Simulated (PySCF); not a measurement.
GeH5Si, multiplicity 2. Atoms are numbered in the order given.

```xyz
7

Si    -1.5822    -0.0177     0.0000
Ge     0.7979     0.0449     0.0000
H     -2.0830     0.6889     1.2183
H     -2.0830     0.6889    -1.2183
H     -2.1240    -1.4158     0.0000
H      1.4547    -0.5758     1.2646
H      1.4547    -0.5758    -1.2646
```
Charge 0, spin multiplicity 2.

Geometry: PBE-D3(BJ)/def2-TZVP. The isomer is the one that the SMILES or the coordinates give; other isomers of the formula were not compared.

Computed with PBE-D3(BJ)/def2-TZVP (PySCF 2.14.0).

Frequencies are harmonic and unscaled.

Computed vibrational spectrum:
| mode | ν (cm⁻¹) | IR (km/mol) | moving atoms (share of kinetic energy) |
|---|---|---|---|
| 1 | 106 | 0.1 | H 99 % |
| 2 | 327 | 2.1 | Si 49 %, Ge 27 %, H 24 % |
| 3 | 353 | 12.1 | H 99 % |
| 4 | 376 | 7.7 | H 81 %, Si 15 % |
| 5 | 538 | 8.1 | H 88 %, Si 8 % |
| 6 | 578 | 0.4 | H 88 %, Si 10 % |
| 7 | 794 | 295.6 | H 96 % |
| 8 | 852 | 70.2 | H 94 % |
| 9 | 902 | 41.6 | H 97 % |
| 10 | 904 | 32.0 | H 98 % |
| 11 | 2025 | 94.1 | H 99 % |
| 12 | 2056 | 108.9 | H 98 % |
| 13 | 2134 | 62.4 | H 98 % |
| 14 | 2165 | 62.6 | H 97 % |
| 15 | 2175 | 79.7 | H 96 % |
